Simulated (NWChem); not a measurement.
Program: NWChem. System: CH₂N, charge 0, spin multiplicity 4, at the geometry of a parent with another charge or spin, in a state set for the comparison that need not be this species' ground state. Its SCF solution wasn't tested for a lower state. Level: ROCCSD(T)/def2-TZVP, 2 core orbitals frozen.

The NWChem input:

```
start mol
memory heap 100 mb stack 700 mb global 1900 mb
geometry units angstroms nocenter noautoz
  C      0.000000     0.000000     0.502095
  N      0.000000     0.000000    -0.740233
  H     -0.943460     0.000000     1.084532
  H      0.943460     0.000000     1.084532
  symmetry group C2v
end
basis spherical
  * library def2-tzvp
end
scf
  rohf
  nopen 3
  maxiter 100
  thresh 1e-7
  semidirect memsize 60000000 filesize 0
  # guess.movecs holds the orbitals of an unrestricted PBE0 run
  vectors input guess.movecs swap 6 7 output mol.movecs
end
tce
  freeze core 2
  ccsd(t)
  2eorb
  2emet 13
  thresh 1e-6
  maxiter 100
  tilesize 24
end
task tce energy
```

NWChem printed:

```
             Northwest Computational Chemistry Package (NWChem) 7.3.0
             --------------------------------------------------------

                                NWChem Input Module
                                -------------------

 Scaling coordinates for geometry "geometry" by  1.889725989
 (inverse scale =  0.529177249)

 Turning off AUTOSYM since
 SYMMETRY directive was detected!

                             Geometry "geometry" -> ""
                             -------------------------

 Output coordinates in angstroms (scale by  1.889725989 to convert to a.u.)

  No.       Tag          Charge          X              Y              Z
 ---- ---------------- ---------- -------------- -------------- --------------
    1 C                    6.0000     0.00000000     0.00000000     0.50209500
    2 N                    7.0000     0.00000000     0.00000000    -0.74023300
    3 H                    1.0000    -0.94346000     0.00000000     1.08453200
    4 H                    1.0000     0.94346000     0.00000000     1.08453200

 Effective nuclear repulsion energy (a.u.)      27.5042761152

            Nuclear Dipole moment (a.u.)
            ----------------------------
        X                 Y               Z
 ---------------- ---------------- ----------------
     0.0000000000     0.0000000000     0.0000056692

      Symmetry information
      --------------------

 Group name             C2v
 Group number             16
 Group order               4
 No. of unique centers     3

      Symmetry unique atoms

     1    2    3


 Summary of "ao basis" -> "" (spherical)
 ------------------------------------------------------------------------------
       Tag                 Description            Shells   Functions and Types
 ---------------- ------------------------------  ------  ---------------------
 *                         def2-tzvp                  on all atoms

 Summary of "ao basis" -> "ao basis" (spherical)
 ------------------------------------------------------------------------------
       Tag                 Description            Shells   Functions and Types
[...]
      Beta frozen virtuals :     0
         Spin multiplicity : quartet
    Number of AO functions :    74
       Number of AO shells :    30
        Use of symmetry is : on
      Symmetry adaption is : on
         Schwarz screening : 0.10D-09

          Correlation Information
          -----------------------
          Calculation type : Coupled-cluster singles & doubles w/ perturbation
   Perturbative correction : (T)
            Max iterations :      100
        Residual threshold : 0.10D-05
     T(0) DIIS level shift : 0.00D+00
     L(0) DIIS level shift : 0.00D+00
     T(1) DIIS level shift : 0.00D+00
     L(1) DIIS level shift : 0.00D+00
     T(R) DIIS level shift : 0.00D+00
     T(I) DIIS level shift : 0.00D+00
   CC-T/L Amplitude update :  5-th order DIIS
                I/O scheme : Global Array Library
        L-threshold :  0.10D-05
        EOM-threshold :  0.10D-05
 no EOMCCSD initial starts read in
 TCE RESTART OPTIONS
 SLICE:      F
 D4D5:       F
 quantumc:   F
 qrotation:  F
 pwtce:      F
 qducc:      F
 nacto:                         0
 nrotv:                         0
 nrot:                          0

            Memory Information
            ------------------
          Available GA space size is     249025848 doubles
          Available MA space size is     104853452 doubles

 Maximum block size supplied by input
 Maximum block size        24 doubles

 tile_dim =     17

 -------------------------------------------------

 Global array virtual files algorithm will be used

 Parallel file system coherency ......... OK

 4-electron integrals stored in orbital form

 v2    file size   =          1589837
 4-index algorithm nr.  13 is used
 imaxsize =       30
 imaxsize ichop =        0


CCSD iterations
 ---------------------------------------------------------
 Iter          Residuum       Correlation     Cpu    Wall
 ---------------------------------------------------------
    1   0.1356332888313  -0.2867173610411     0.6     0.6
    2   0.0329410460789  -0.2971762238648     0.6     0.6
    3   0.0125407690207  -0.3016241069295     0.6     0.6
    4   0.0054920008521  -0.3026046999586     0.6     0.6
    5   0.0035895922180  -0.3028539294995     0.6     0.6
    6   0.0011282721744  -0.3030933522212     0.6     0.6
    7   0.0005093384741  -0.3031252480528     0.6     0.6
    8   0.0002592000099  -0.3031238209182     0.6     0.6
    9   0.0001665172015  -0.3031320179274     0.6     0.6
   10   0.0001083439531  -0.3031336389041     0.7     0.7
   11   0.0000231738895  -0.3031369479980     0.6     0.6
   12   0.0000096190887  -0.3031378104183     0.6     0.6
   13   0.0000072009468  -0.3031379789244     0.6     0.6
   14   0.0000047351997  -0.3031381468901     0.6     0.6
   15   0.0000045369713  -0.3031380997427     0.6     0.6
   16   0.0000006150101  -0.3031381901914     0.6     0.6
 -----------------------------------------------------------------
 Iterations converged
 CCSD correlation energy / hartree =        -0.303138190191444
 CCSD total energy / hartree       =       -93.616285409439485

 Singles contributions

 Doubles contributions
 CCSD(T)
 Using plain CCSD(T) code
             total no. of tasks         1218
 total no. of tasks / no. procs         1218
                         wl_min            1           1.0
                         wl_max       109242           6.9
        thresh for no. of tasks         1218

 CCSD[T]  correction energy / hartree =        -0.009600008476164
 CCSD[T] correlation energy / hartree =        -0.312738198667608
 CCSD[T] total energy / hartree       =       -93.625885417915654
 CCSD(T)  correction energy / hartree =        -0.009396316769473
 CCSD(T) correlation energy / hartree =        -0.312534506960918
 CCSD(T) total energy / hartree       =       -93.625681726208953

 Task  times  cpu:       21.6s     wall:       21.6s

 Total times  cpu:       21.6s     wall:       21.6s
```
